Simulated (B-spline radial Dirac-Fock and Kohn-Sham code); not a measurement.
# Relativistic shifts of the levels of I⁶⁺

System: the I⁶⁺ ion in the configuration [Kr] 4d10 5s1.

Both columns are ΔSCF binding energies of the configuration average from a B-spline atomic structure program: non-relativistic Hartree-Fock with a point nucleus, and Dirac-Fock with a finite nucleus and the Coulomb interaction alone, averaged over the two j levels with weights 2j+1.

| shell | Hartree-Fock (eV) | Dirac-Fock (eV) | shift (eV) | shift (%) |
| --- | --- | --- | --- | --- |
| 1s | 32048.3 | 33373.7 | +1325.37 | +4.14 |
| 2s | 4967.4 | 5295.4 | +327.97 | +6.60 |
| 2p | 4657.2 | 4754.4 | +97.21 | +2.09 |
| 3s | 1094.3 | 1165.1 | +70.82 | +6.47 |
| 3p | 963.0 | 985.4 | +22.40 | +2.33 |
| 3d | 721.2 | 712.3 | -8.86 | -1.23 |
| 4p | 219.1 | 223.2 | +4.10 | +1.87 |
| 4d | 135.8 | 134.0 | -1.76 | -1.30 |
| 5s | 83.07 | 85.97 | +2.90 | +3.49 |

Relativity binds 1s, 2s, 2p, 3s, 3p, 4p, 5s more strongly, among those listed most of all 2s in relative terms, and 3d, 4d more weakly, because the contracted s and p shells screen the nucleus better.

Values without a named source are computed, but for edge energies of neutral atoms, which are taken from tables.
